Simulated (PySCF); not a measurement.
SiH2F2, SMILES F[SiH2]F. Atoms are numbered in the order given.

```xyz
5

Si     0.0000     0.0000     0.4485
F      1.2884     0.0000    -0.4869
F     -1.2884     0.0000    -0.4869
H      0.0000     1.2379     1.2425
H      0.0000    -1.2379     1.2425
```
Charge 0, spin multiplicity 1.

Geometry: TPSSh-D3(BJ)/def2-TZVP.

Calculation: M06-2X/def2-TZVPD (PySCF).

Gas-phase values at a fixed geometry.

```yaml
total_energy: -490.52167 hartree
point_group: C2v
highest_occupied_level: -11.34 eV
lowest_empty_level: 0.42 eV
orbital_gap: 11.76 eV
dipole_moment: 1.64 D
quadrupole, principal values (traceless, Buckingham form, about the centre of nuclear charge): -3.49, 1.54, 1.95 D·Å
mean_static_polarisability: 25.3 bohr³ (3.75 Å³)
polarisability_principal_values: 24.7, 24.8, 26.3 bohr³
```
